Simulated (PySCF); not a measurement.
**Working with the constants of SmSi**

PBE constants of SmSi, nonet, about 5.9 electrons in the 4f shell (Mulliken), real f orbitals that mix terms (basis Sm x2c-SVPall, Si x2c-SVPall; spin-free X2C with a Gaussian nucleus; PySCF 2.14; masses 151.9197 and 27.9769 u):

* ωe: 238.9 cm⁻¹
* ωexe: 0.87 cm⁻¹
* Be: 0.08793 cm⁻¹
* αe: 0.000409 cm⁻¹
* D (centrifugal): 4.76e-08 cm⁻¹
* De to Sm (4f6 6s2) + Si: 1.96 eV

Give the vibrational terms G(v) and spacings up to v = 6.

G(v) = ωe(v+½) − ωexe(v+½)².

```csv
v,G(v) (cm⁻¹),G(v) − G(v−1),Bv (cm⁻¹)
0,119.2,,0.08773
1,356.4,237.2,0.08732
2,591.8,235.4,0.08691
3,825.5,233.7,0.08650
4,1057.4,231.9,0.08609
5,1287.6,230.2,0.08568
6,1516.1,228.5,0.08527
```

How well does the Morse estimate ωe²/(4ωexe) reproduce De, and what is D0?

It gives 2.03 eV, 104 % of the computed De. D0 = De − G(0) = 1.96 − 0.01 = 1.95 eV.

Spin–orbit coupling is left out, which matters for elements this heavy, above all for dissociation energies. The state is the lowest single determinant that the PBE0 search found; with open d or f shells the true ground state can be another one.
